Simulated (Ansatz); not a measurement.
System: sum formula HSiO (charge 0, doublet). It need not be the lowest isomer of its formula. SMILES: O[Si]
Geometry: optimised at B3LYP-D3(BJ)/def2-TZVP (Ansatz, a program for electronic structure).

Atomisation energy built up term by term with Ansatz (kcal/mol; UHF references for open shells; valence terms freeze the core; atomic spin-orbit terms are left out). CBS(X,Y): correlation extrapolated as X^-3; Hartree-Fock from the larger set.

```json
[
 {"term": "Hartree-Fock", "basis": "def2-QZVPPD", "kcal/mol": "?"},
 {"term": "CCSD correlation", "basis": "CBS(def2-TZVPPD,def2-QZVPPD)", "kcal/mol": "71.38"},
 {"term": "(T)", "basis": "CBS(def2-TZVPPD,def2-QZVPPD)", "kcal/mol": "?"},
 {"term": "CCSDT - CCSD(T)", "basis": "cc-pV(D+d)Z", "kcal/mol": "0.05"},
 {"term": "(Q)", "basis": "cc-pV(D+d)Z", "kcal/mol": "0.45"},
 {"term": "core correlation", "basis": "cc-pwCVTZ", "kcal/mol": "0.57"},
 {"term": "scalar relativity (X2C)", "basis": "cc-pVTZ-DK against cc-pVTZ", "kcal/mol": "-0.40"},
 {"term": "sum: De", "basis": "", "kcal/mol": "?"}
]
```

Fill in the missing entries.


- Hartree-Fock, kcal/mol: 149.73
- (T), kcal/mol: 5.42
- sum: De, kcal/mol: 227.2
